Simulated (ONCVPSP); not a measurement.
# Configuration tests for Sr (ONCV)

| Property | Result |
| --- | --- |
| Element | Sr (Z = 38) |
| Generator | ONCVPSP 4.0.1 |
| Type | optimised norm-conserving Vanderbilt (ONCV) |
| Functional | PBE |
| Relativity | scalar-relativistic |
| Frozen core | [Ar] 3d10 |
| Valence charge | 10 |
| Reference configuration | 4s2 4p6 5s2 |
| Partial waves | 4s+5s: rc 2.05 bohr, ncon 4, nbas 8, qcut 7.7 1/bohr, 2 projectors; 4p: rc 2.45 bohr, ncon 5, nbas 8, qcut 6 1/bohr, 3 projectors, debl 2.4 Ha; d scattering state at 0.44 Ha: rc 2.05 bohr, ncon 4, nbas 9, qcut 4.2 1/bohr, 2 projectors, debl 1.3 Ha |
| Local potential | polynomial inside 1.95 bohr (lpopt 5, dvloc0 0 Ha) |
| Core correction | Teter function, fcfact 5.75, rcfact 1.75 |

In the d channel the program set the typed energies aside and used 0.050, 1.350 Ha.

Energies are relative to the spin-unpolarised reference configuration 4s2 4p6 5s2; without spin polarisation the order of configurations can differ from experiment.

```
valence configuration  charge  ΔE all-electron (eV)  error AE − PS (meV)
          4s2 4p6 5s0      +2                16.891                 -6.6
      4s2 4p6 4d1 5s1       0                 2.325                 -6.4
```

Question: What are ΔE and the potential's error for 4s2 4p6 5s1.5?

Answer: ΔE = 2.339 eV all-electron; the error (AE − PS) is -0.2 meV.

Question: What are ΔE and the potential's error for 4s2 4p6 5s1?

Answer: ΔE = 5.885 eV all-electron; the error (AE − PS) is -0.9 meV.
